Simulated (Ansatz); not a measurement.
Start from `[F][Zr]([F])([F])[Br]` and change one atom or group to get `[OH][Zr]([F])([F])[Br]`.

Ansatz, PBE0-D4/def2-TZVP geometries, multiplicity 1. Each molecule was computed in one conformer, which needn't be the lowest.

Elements past krypton have def2 core potentials. Scalar relativity is left out up to krypton.

```csv
property,`[F][Zr]([F])([F])[Br]`
HOMO–LUMO gap (PBE0/def2-TZVPP) / eV,7.42
HOMO energy (B3LYP/def2-TZVPP) / eV,-8.98
LUMO energy (ωB97M-V/def2-TZVPP) / eV,0.30
size of the dipole moment (PBE/def2-TZVPP) / D,0.12
size of the dipole moment (ωB97M-V/def2-TZVPP) / D,0.22
HOMO energy (PBE/def2-TZVPP) / eV,-7.93
```

(1) Give the same properties after the change, and the shifts. (An estimate is asked.)

## Answers

(1) The calculation gave: 
```tsv
property	`[OH][Zr]([F])([F])[Br]`	shift
HOMO–LUMO gap (PBE0/def2-TZVPP) / eV	7.49	0.07
HOMO energy (B3LYP/def2-TZVPP) / eV	-8.53	0.45
LUMO energy (ωB97M-V/def2-TZVPP) / eV	0.40	0.10
size of the dipole moment (PBE/def2-TZVPP) / D	2.78	2.66
size of the dipole moment (ωB97M-V/def2-TZVPP) / D	2.88	2.66
HOMO energy (PBE/def2-TZVPP) / eV	-7.48	0.45
```

With PBE0 the HOMO rises by 0.45 eV and the LUMO rises by 0.53 eV, so the gap widens by about 0.08 eV. PBE moves the HOMO by 0.45 eV and ωB97M-V by 0.45 eV. The zero-point energy changes by 27.0 kJ/mol with +3 modes. Dipoles are sizes alone; their direction can turn.

B3LYP here is the variant with VWN-RPA as its local correlation; programs differ in this.

Spin–orbit coupling is left out; it splits and shifts lone-pair levels of the heavy atoms by tenths of an eV.
